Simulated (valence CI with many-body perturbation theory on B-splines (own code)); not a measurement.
E1 line list for Mn²⁺

Level of theory: relativistic CI+MBPT: five valence electrons over a frozen Dirac-Fock core [Ar], a basis of 7 s, 7 p, 8 d, 6 f, 4 g, 1 h functions for each j, with the one-electron correlation potential Σ1, the two-electron term Σ2, the three-electron term Σ3, Breit, model QED; selected CI, second order for the rest, scaled by the run's own slope (own B-spline code, finite nucleus).

Against 66 measured levels this calculation errs by 3392 cm⁻¹ on average and by 6534 at most. These come from a selection out of Corliss and Sugar, J. Phys. Chem. Ref. Data 6, 1253 (1977). Levels without a partner in it may be off by more, other configurations by 1,000 to 8,000 cm⁻¹. Among the levels kept, up to 2300 cm⁻¹ of a level comes from second order outside the variational space, and about a tenth of that is noise between levels of different J, which matters for small intervals.

Lines 51 to 100 of 573 in falling wavelength, among levels below 142176 cm⁻¹, chosen from the strongest by gf and those to the six lowest levels. Wavelengths and rates use the calculated energies, so an error of 3000 cm⁻¹ moves a line at 2300 Å by 6.9 % and its rate by three times that or more. Electric multipoles are in the length gauge, E1 and E2 with the static RPA response of the core. Weak lines are less certain than strong ones. Lines between different terms over intervals too small for the method are left out, as are lines whose strength nearly cancels. Where a level lies close to another of its J and parity, the split of strength between their lines is uncertain. The highest levels of a list are the least certain.

Names give the largest LS component (configuration and term), which can be under half, so a name can repeat, a term be missing and a line seem to break the LS rules; names also repeat where a configuration has a term twice. Letters in brackets count levels of one name in rising energy.

| λ vac (Å) | Upper | Lower | A (s⁻¹) | S (a.u.) with core polarisation | S without |
| --- | --- | --- | --- | --- | --- |
| 2300 | 3d⁴4p ²P°_3/2 [a] | 3d⁴4s ²F_5/2 [a] | 4.26e+07 | 1.02e+00 | 1.10e+00 |
| 2298 | 3d⁴4p ⁴G°_7/2 [a] | 3d⁴4s ⁴G_7/2 | 2.26e+07 | 1.08e+00 | 1.17e+00 |
| 2297 | 3d⁴4p ⁴G°_11/2 [a] | 3d⁴4s ⁴G_11/2 | 8.79e+07 | 6.30e+00 | 6.81e+00 |
| 2296 | 3d⁴4p ⁴G°_9/2 [a] | 3d⁴4s ⁴G_11/2 | 2.33e+07 | 1.39e+00 | 1.50e+00 |
| 2295 | 3d⁴4p ²P°_1/2 [a] | 3d⁴4s ²P_3/2 [a] | 2.11e+08 | 2.52e+00 | 2.70e+00 |
| 2292 | 3d⁴4p ⁴G°_9/2 [a] | 3d⁴4s ⁴G_9/2 | 3.31e+07 | 1.96e+00 | 2.12e+00 |
| 2291 | 3d⁴4p ⁴F°_5/2 [a] | 3d⁴4s ⁴D_5/2 [a] | 7.24e+07 | 2.58e+00 | 2.76e+00 |
| 2290 | 3d⁴4p ²P°_3/2 [a] | 3d⁴4s ²P_3/2 [a] | 1.60e+08 | 3.80e+00 | 4.07e+00 |
| 2289 | 3d⁴4p ⁴F°_9/2 [a] | 3d⁴4s ⁴D_7/2 [a] | 3.23e+08 | 1.91e+01 | 2.05e+01 |
| 2284 | 3d⁴4p ⁴F°_3/2 [a] | 3d⁴4s ⁴D_3/2 [a] | 8.86e+07 | 2.08e+00 | 2.23e+00 |
| 2284 | 3d⁴4p ⁴G°_9/2 [a] | 3d⁴4s ⁴G_7/2 | 1.78e+07 | 1.05e+00 | 1.13e+00 |
| 2282 | 3d⁴4p ⁴F°_7/2 [a] | 3d⁴4s ⁴D_5/2 [a] | 2.94e+08 | 1.38e+01 | 1.48e+01 |
| 2277 | 3d⁴4p ⁴F°_5/2 [a] | 3d⁴4s ⁴D_3/2 [a] | 2.62e+08 | 9.16e+00 | 9.81e+00 |
| 2274 | 3d⁴4p ⁴F°_3/2 [a] | 3d⁴4s ⁴D_1/2 [a] | 2.45e+08 | 5.68e+00 | 6.08e+00 |
| 2272 | 3d⁴4p ⁴D°_5/2 [c] | 3d⁴4s ²F_5/2 [a] | 3.87e+07 | 1.34e+00 | 1.44e+00 |
| 2272 | 3d⁴4p ⁴D°_7/2 [c] | 3d⁴4s ²F_7/2 [a] | 5.53e+07 | 2.56e+00 | 2.75e+00 |
| 2271 | 3d⁴4p ²H°_11/2 [b] | 3d⁴4s ²G_9/2 [a] | 2.05e+08 | 1.42e+01 | 1.53e+01 |
| 2269 | 3d⁴4p ²P°_1/2 [b] | 3d⁴4s ²D_3/2 [a] | 1.91e+08 | 2.20e+00 | 2.37e+00 |
| 2261 | 3d⁴4p ²P°_1/2 [b] | 3d⁴4s ²S_1/2 | 1.20e+08 | 1.37e+00 | 1.48e+00 |
| 2260 | 3d⁴4p ⁴F°_3/2 [b] | 3d⁴4s ²P_1/2 [a] | 5.85e+07 | 1.33e+00 | 1.43e+00 |
| 2257 | 3d⁴4p ²H°_9/2 [b] | 3d⁴4s ²G_7/2 [a] | 1.82e+08 | 1.03e+01 | 1.11e+01 |
| 2256 | 3d⁴4p ²P°_3/2 [b] | 3d⁴4s ²D_5/2 [a] | 2.11e+08 | 4.78e+00 | 5.14e+00 |
| 2253 | 3d⁴4p ²P°_3/2 [b] | 3d⁴4s ²S_1/2 | 9.03e+07 | 2.04e+00 | 2.20e+00 |
| 2253 | 3d⁴4p ²F°_5/2 [a] | 3d⁴4s ²F_5/2 [a] | 4.81e+07 | 1.63e+00 | 1.75e+00 |
| 2248 | 3d⁴4p ²G°_9/2 [b] | 3d⁴4s ²G_7/2 [a] | 5.01e+07 | 2.81e+00 | 3.02e+00 |
| 2245 | 3d⁴4p ²I°_13/2 [a] | 3d⁴4s ²H_11/2 | 2.87e+08 | 2.24e+01 | 2.40e+01 |
| 2243 | 3d⁴4p ⁴G°_5/2 [c] | 3d⁴4s ²G_7/2 [a] | 6.40e+07 | 2.14e+00 | 2.30e+00 |
| 2243 | 3d⁴4p ⁴D°_3/2 [b] | 3d⁴4s ⁴F_5/2 [a] | 5.60e+07 | 1.25e+00 | 1.35e+00 |
| 2239 | 3d⁴4p ²F°_7/2 [a] | 3d⁴4s ²F_7/2 [a] | 8.66e+07 | 3.84e+00 | 4.11e+00 |
| 2236 | 3d⁴4p ²I°_11/2 [a] | 3d⁴4s ²H_9/2 | 2.40e+08 | 1.59e+01 | 1.70e+01 |
| 2232 | 3d⁴4p ²F°_7/2 [b] | 3d⁴4s ²G_9/2 [a] | 1.37e+08 | 6.00e+00 | 6.44e+00 |
| 2231 | 3d⁴4p ²F°_5/2 [b] | 3d⁴4s ²G_7/2 [a] | 4.58e+07 | 1.50e+00 | 1.62e+00 |
| 2229 | 3d⁴4p ⁴G°_11/2 [b] | 3d⁴4s ²H_9/2 | 7.70e+07 | 5.05e+00 | 5.42e+00 |
| 2229 | 3d⁴4p ⁴H°_7/2 [a] | 3d⁴4s ⁴H_9/2 | 2.25e+07 | 9.84e-01 | 1.06e+00 |
| 2227 | 3d⁴4p ⁴H°_9/2 [a] | 3d⁴4s ⁴H_11/2 | 2.42e+07 | 1.32e+00 | 1.42e+00 |
| 2226 | 3d⁴4p ²G°_7/2 [c] | 3d⁴4s ²G_7/2 [b] | 3.10e+07 | 1.35e+00 | 1.45e+00 |
| 2225 | 3d⁴4p ⁴G°_11/2 [c] | 3d⁴4s ²G_9/2 [a] | 7.14e+07 | 4.66e+00 | 5.00e+00 |
| 2224 | 3d⁴4p ⁴H°_11/2 [a] | 3d⁴4s ⁴H_13/2 | 1.53e+07 | 1.00e+00 | 1.08e+00 |
| 2224 | 3d⁴4p ⁴H°_7/2 [a] | 3d⁴4s ⁴H_7/2 | 2.96e+08 | 1.28e+01 | 1.39e+01 |
| 2221 | 3d⁴4p ⁴H°_9/2 [a] | 3d⁴4s ⁴H_9/2 | 2.98e+08 | 1.61e+01 | 1.74e+01 |
| 2220 | 3d⁴4p ⁴G°_9/2 [c] | 3d⁴4s ²G_7/2 [a] | 4.88e+07 | 2.63e+00 | 2.82e+00 |
| 2220 | 3d⁴4p ²G°_9/2 [c] | 3d⁴4s ²G_9/2 [b] | 2.24e+07 | 1.21e+00 | 1.30e+00 |
| 2217 | 3d⁴4p ⁴H°_11/2 [a] | 3d⁴4s ⁴H_11/2 | 3.12e+08 | 2.01e+01 | 2.17e+01 |
| 2216 | 3d⁴4p ⁴D°_5/2 [b] | 3d⁴4s ⁴F_7/2 [a] | 8.44e+07 | 2.72e+00 | 2.94e+00 |
| 2211 | 3d⁴4p ⁴D°_5/2 [b] | 3d⁴4s ⁴P_5/2 [a] | 7.01e+07 | 2.24e+00 | 2.42e+00 |
| 2211 | 3d⁴4p ⁴H°_13/2 [a] | 3d⁴4s ⁴H_13/2 | 3.32e+08 | 2.48e+01 | 2.68e+01 |
| 2210 | 3d⁴4p ²G°_7/2 [a] | 3d⁴4s ⁴F_7/2 [a] | 3.84e+07 | 1.64e+00 | 1.77e+00 |
| 2209 | 3d⁴4p ²G°_9/2 [a] | 3d⁴4s ⁴F_9/2 [a] | 3.10e+07 | 1.65e+00 | 1.78e+00 |
| 2208 | 3d⁴4p ²G°_7/2 [a] | 3d⁴4s ⁴F_5/2 [a] | 6.02e+07 | 2.56e+00 | 2.76e+00 |
| 2205 | 3d⁴4p ²G°_9/2 [a] | 3d⁴4s ⁴F_7/2 [a] | 4.46e+07 | 2.36e+00 | 2.55e+00 |
